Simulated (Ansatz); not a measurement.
Reaction (cleavage of the Si–Si bond): `N[SiH]([SiH3])CCl` + `[OH][Al]([F])[SH]` → `[F][Al]([SH])[O][SiH3]` + `N[SiH2]CCl`

Gas-phase electronic energies from Ansatz, PBE0-D4/def2-TZVP geometries. CCSD(T)/CBS adds triple-zeta CCSD(T) − MP2 to the extrapolated MP2 energy (def2 sets, frozen cores). DFT in def2-TZVPP. One conformer a species, not always the lowest.

```json
{"level": "PBE-D4", "ΔE (kcal/mol)": "-20.4", "difference from CCSD(T)/CBS": "6.8"}
{"level": "r2SCAN-D4", "ΔE (kcal/mol)": "-25.7", "difference from CCSD(T)/CBS": "1.5"}
{"level": "B2PLYP", "ΔE (kcal/mol)": "-29.0", "difference from CCSD(T)/CBS": "-1.8"}
{"level": "PBE", "ΔE (kcal/mol)": "-21.2", "difference from CCSD(T)/CBS": "6.0"}
{"level": "HF/def2-TZVPP", "ΔE (kcal/mol)": "-35.8", "difference from CCSD(T)/CBS": "-8.6"}
{"level": "SCS-MP2/def2-TZVPP", "ΔE (kcal/mol)": "-30.5", "difference from CCSD(T)/CBS": "-3.3"}
{"level": "HF/def2-QZVPP", "ΔE (kcal/mol)": "-36.4", "difference from CCSD(T)/CBS": "-9.2"}
{"level": "MP2/def2-QZVPP", "ΔE (kcal/mol)": "-28.9", "difference from CCSD(T)/CBS": "-1.7"}
{"level": "MP2/CBS(def2)", "ΔE (kcal/mol)": "-28.5", "difference from CCSD(T)/CBS": "-1.3"}
{"level": "CCSD/CBS(def2)", "ΔE (kcal/mol)": "-28.4", "difference from CCSD(T)/CBS": "-1.2"}
{"level": "CCSD(T)/CBS", "ΔE (kcal/mol)": "-27.2", "difference from CCSD(T)/CBS": "0"}
```

Largest T1 diagnostic among the species: 0.012.

In def2-TZVPP, CCSD(T) changes the Hartree–Fock value by +8.3 kcal/mol (the triples alone add +1.2 kcal/mol) and MP2 by +6.9 kcal/mol. The D4 term adds +1.3 kcal/mol with B3LYP and +0.8 kcal/mol with PBE0; it sums over pairs of atoms, weighted by their polarisabilities, and B3LYP, whose exchange is more repulsive, gets the larger term. From PBE to PBE0 (25 % exact exchange), in def2-TZVPP and without D4, ΔE moves by −2.4 kcal/mol.

B3LYP here is the variant with VWN-RPA as its local correlation; programs differ in this.
